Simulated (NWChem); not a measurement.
Molecule: C$_{2}$H$_{3}$ClO$_{2}$Si; SMILES Cl[Si@@H]1CC(O1)=O

```xyz
9

O      0.3749     2.7133    -0.5151
C      0.0880     1.6200    -0.1551
C     -1.2350     0.8400    -0.2274
Si    -0.2397    -0.4841     0.6377
Cl     0.2218    -2.1643    -0.4345
O      0.9439     0.7469     0.4725
H     -1.5552     0.6511    -1.2622
H     -2.0485     1.3462     0.3124
H     -0.4807    -0.8673     2.0446
```
Atoms are numbered in this order, from 1.

Program: NWChem. Coordinates come from a PBE0/def2-SVP optimisation. Hybrids' shares of exact exchange are those that their runs print; pure functionals count as 0. The functionals differ in more than this share.

```csv
row,share of exact exchange,orbital gap (eV)
PBE/def2-TZVP,0.00,5.31
BLYP/def2-TZVP,0.00,5.31
TPSSh/def2-TZVP,0.10,6.57
B3LYP/def2-TZVP,0.20,7.36
PW6B95/def2-TZVP,0.28,withheld
```

Problem. Fit a straight line of the last column on the one before it, predict the withheld value, and compare with the run.

Solution. 
1. Means of the 4 shown rows: x = 0.075, y = 6.137. Slope Σ(x − x̄)(y − ȳ)/Σ(x − x̄)² = 0.2878/0.02750 = 10.46; intercept 5.353.
2. The shown rows scatter about the line by 0.100 (root mean square); the largest residual is +0.17, at TPSSh/def2-TZVP.
3. At x = 0.28 (PW6B95/def2-TZVP; beyond the shown range) the line gives 8.28.
4. The run gives 7.96, -0.32 from the line, 3.2 times the scatter.
